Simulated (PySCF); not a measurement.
4-(methylthio)phenol, C7H8OS.
Numbering: `[CH3:1][S:2][c:3]1[cH:4][cH:5][c:6]([OH:7])[cH:8][cH:9]1` (hydrogens: H10, H11, H12 on C1; H13 on C4; H14 on C5; H15 on O7; H16 on C8; H17 on C9)

The calculation used PBE0-D3(BJ)/def2-SVP geometry optimisation, gas phase in PySCF.

(1) List the bond lengths, angles and torsions at this level.

Results:

(1) 
```
                  bond  length (bohr)     order
                 C1–S2          3.394    single
                 S2–C3          3.337    single
          C3–C4, C3–C9          2.647  aromatic
                 C4–C5          2.637  aromatic
          C5–C6, C6–C8          2.640  aromatic
                 C6–O7          2.553    single
                 C8–C9          2.619  aromatic
C1–H10, C1–H11, C1–H12          2.078    single
        C4–H13, C9–H17          2.063    single
        C5–H14, C8–H16          2.066    single
                O7–H15          1.819    single
```

Bonds in one row agree within 0.02 bohr and their mean is given. Orders are formal, as drawn. A selection of angles:
```
    angle  degrees
 C1–S2–C3    102.9
 S2–C3–C4    124.9
 S2–C3–C9    116.7
 C4–C3–C9    118.4
 C3–C4–C5    120.6
 C4–C5–C6    120.7
 C5–C6–O7    123.1
 C5–C6–C8    118.9
 O7–C6–C8    118.0
 C6–C8–C9    120.3
H15–O7–C6    109.2
```

Torsions: C1–S2–C3–C4 1° (synperiplanar); H15–O7–C6–C5 0° (synperiplanar).

The C–S distances run from 1.766 Å (S2–C3, drawn single) to 1.796 Å (C1–S2, drawn single), a spread of 0.030 Å. The 9 heavy atoms lie in one plane (0.005 Å rms). The 6-membered ring C3–C4–C5–C6–C8–C9 has internal angles of 118.4° to 121.1°; it is planar, 0.00 Å rms from its mean plane, widest ring torsion 0°. Of the pairs four or more bonds apart, C1···H13 is among the closest relative to their van der Waals radii: 2.55 Å, 88 % of the sum of Bondi's values.

Point group: Cs (every atom within 0.08 Å of its image). Whether it is a minimum is left open (no frequencies). One conformer, not necessarily the lowest (C1–S2–C3–C4 1°, C5–C6–O7–H 0°).
